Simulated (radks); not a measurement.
Species: Hf2+. Configuration: [Xe] 4f14 5d2. All-electron calculation, scalar-relativistic Kohn-Sham, PBE, spin-unpolarised, spherical densities, finite nucleus; Fermi nuclear charge, rms radius 5.347 fm. Program: a radial shooting solver on a logarithmic mesh with Libxc functionals.

Local quantities along the radius. ELF = 1/(1 + alpha^2) is the electron localisation function; alpha = (tau - tau_W)/tau_unif compares the Pauli kinetic energy density with that of the uniform gas. tau is taken from the large components.

```
   r/bohr * ELF (the largest magnitude, 0.999, reaches the edge; | marks zero)
0.0006956 |                                                      *
0.0009352 |                                                      *
 0.001247 |                                                      *
 0.001677 |                                                      *
 0.002255 |                                                      *
 0.003031 |                                                      *
 0.004043 |                                                      *
 0.005436 |                                                      *
 0.007308 |                                                      *
 0.009826 |                                                     *
  0.01311 |                                                 *
  0.01762 |                                    *
  0.02369 |                    *
   0.0316 |                   *
  0.04248 |                                *
  0.05711 |                                        *
  0.07679 |                               *
   0.1024 |                  *
   0.1377 |                             *
   0.1851 |                                       *
   0.2489 |                     *
    0.332 |                  *
   0.4463 |                                     *
   0.6001 |                                 *
   0.8068 |                  *
    1.076 |                        *
    1.447 |                               *
    1.945 |                 *
    2.594 |   *
    3.488 |*
    4.689 *
    6.305 *
```

On this mesh the ELF has minima near r = 0.027, 0.10, 0.29, 0.81 bohr, which separate the shells, and maxima near 0.057 (0.74), 0.19 (0.73), 0.52 (0.70), 1.4 (0.58).
